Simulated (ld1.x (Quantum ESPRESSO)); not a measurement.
**An all-electron radial function and its pseudo partner (hydrogen (H))**

Columns: radius, all-electron u(r) and pseudo u(r) of the 1s shell (level -12.68 eV) of hydrogen in the configuration 1s0.5; PBE, scalar-relativistic, ultrasoft scheme, ld1.x (Quantum ESPRESSO) 7.5.

| r (bohr) | all-electron | pseudo |
| --- | --- | --- |
| 0.057 | 0.1162 | 0.0858 |
| 0.115 | 0.2209 | 0.1717 |
| 0.172 | 0.3114 | 0.2533 |
| 0.230 | 0.3920 | 0.3321 |
| 0.288 | 0.4620 | 0.4056 |
| 0.345 | 0.5214 | 0.4717 |
| 0.402 | 0.5723 | 0.5311 |
| 0.460 | 0.6161 | 0.5841 |
| 0.518 | 0.6526 | 0.6294 |
| 0.575 | 0.6821 | 0.6664 |
| 0.632 | 0.7059 | 0.6963 |
| 0.690 | 0.7248 | 0.7198 |
| 0.747 | 0.7386 | 0.7368 |
| 0.805 | 0.7485 | 0.7484 |
| 0.862 | 0.7544 | 0.7551 |
| 0.920 | 0.7570 | 0.7578 |
| 0.977 | 0.7566 | 0.7572 |
| 1.035 | 0.7536 | 0.7538 |
| 1.092 | 0.7483 | 0.7484 |
| 1.150 | 0.7409 | 0.7409 |
| 1.208 | 0.7316 | 0.7316 |
| 1.265 | 0.7210 | 0.7210 |
| 1.322 | 0.7092 | 0.7092 |
| 1.380 | 0.6960 | 0.6960 |
| 1.438 | 0.6818 | 0.6818 |
| 1.495 | 0.6671 | 0.6671 |

(1) How many radial nodes do the two functions have?

(2) At about which radius was the pseudo-wave matched?

(3) Is the pseudo-wave norm-conserving?

## Answers

(1) The all-electron 1s function has n − l − 1 = 0; the pseudo-wave has 0.

(2) 1.15 bohr. The columns agree to 0.0005 from 1.03 bohr on; several derivatives are matched, so the curves merge somewhat inside the radius.

(3) No, it belongs to an ultrasoft set: the norm inside the radius is not constrained, and the difference is carried by the augmentation charge.
